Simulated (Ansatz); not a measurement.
Consider the isomerisation: `O[SiH2]C([SiH3])Cl` → `[SiH3]CO[SiH2]Cl`.

Calculated with Ansatz (gas phase, PBE0-D4/def2-TZVP geometries, no zero-point term in ΔE). CCSD(T)/CBS adds triple-zeta CCSD(T) − MP2 to the extrapolated MP2 energy (def2 sets, frozen cores). DFT in def2-TZVPP. Each species was taken in one conformer, which may not be the lowest.

```
             level  ΔE (kcal/mol)
               PBE          -15.5
     HF/def2-QZVPP          -21.3
SCS-MP2/def2-QZVPP          -15.8
      HF/CBS(def2)          -21.3
```

Question: What does CCSD(T)/CBS give? (An estimate is asked.)

Answer: Computed: -14.9 kcal/mol. The listed levels differ from it by -0.6, -6.4, -0.9, -6.4 kcal/mol.

Largest T1 diagnostic among the species: 0.011.

In def2-TZVPP, CCSD(T) changes the Hartree–Fock value by +5.7 kcal/mol (the triples alone add +0.9 kcal/mol) and MP2 by +6.3 kcal/mol. The D4 term adds +1.4 kcal/mol with B3LYP and +0.7 kcal/mol with PBE0; it sums over pairs of atoms, weighted by their polarisabilities, and B3LYP, whose exchange is more repulsive, gets the larger term.

B3LYP here is the variant with VWN-RPA as its local correlation; programs differ in this.
